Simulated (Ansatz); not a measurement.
Start from `O[SiH2]O[SiH2]F` and change one atom or group to get `O[SiH2]O[SiH2][SiH3]`.

Ansatz, PBE0-D4/def2-TZVP geometries, multiplicity 1. Each molecule was computed in one conformer, which needn't be the lowest.

| property | `O[SiH2]O[SiH2]F` |
| --- | --- |
| HOMO energy (PBE/def2-TZVPP) / eV | -7.50 |
| HOMO–LUMO gap (PBE/def2-TZVPP) / eV | 6.98 |
| size of the dipole moment (PBE/def2-TZVPP) / D | 1.62 |
| LUMO energy (PBE0/def2-TZVPP) / eV | 0.36 |
| LUMO energy (B3LYP/def2-TZVPP) / eV | 0.05 |
| size of the dipole moment (ωB97M-V/def2-TZVPP) / D | 1.62 |

Q: Give the same properties after the change, and the shifts. (Estimate.)

A: Computed: 
```json
{"property": "HOMO energy (PBE/def2-TZVPP) / eV", "`O[SiH2]O[SiH2][SiH3]`": "-6.75", "shift": "0.75"}
{"property": "HOMO–LUMO gap (PBE/def2-TZVPP) / eV", "`O[SiH2]O[SiH2][SiH3]`": "5.49", "shift": "-1.49"}
{"property": "size of the dipole moment (PBE/def2-TZVPP) / D", "`O[SiH2]O[SiH2][SiH3]`": "1.11", "shift": "-0.51"}
{"property": "LUMO energy (PBE0/def2-TZVPP) / eV", "`O[SiH2]O[SiH2][SiH3]`": "-0.40", "shift": "-0.76"}
{"property": "LUMO energy (B3LYP/def2-TZVPP) / eV", "`O[SiH2]O[SiH2][SiH3]`": "-0.56", "shift": "-0.61"}
{"property": "size of the dipole moment (ωB97M-V/def2-TZVPP) / D", "`O[SiH2]O[SiH2][SiH3]`": "1.11", "shift": "-0.51"}
```

With PBE0 the HOMO rises by 1.00 eV and the LUMO falls by 0.76 eV, so the gap narrows by about 1.76 eV. PBE moves the HOMO by 0.75 eV and ωB97M-V by 1.21 eV. Dipoles are sizes alone; their direction can turn.

B3LYP here is the variant with VWN-RPA as its local correlation; programs differ in this.
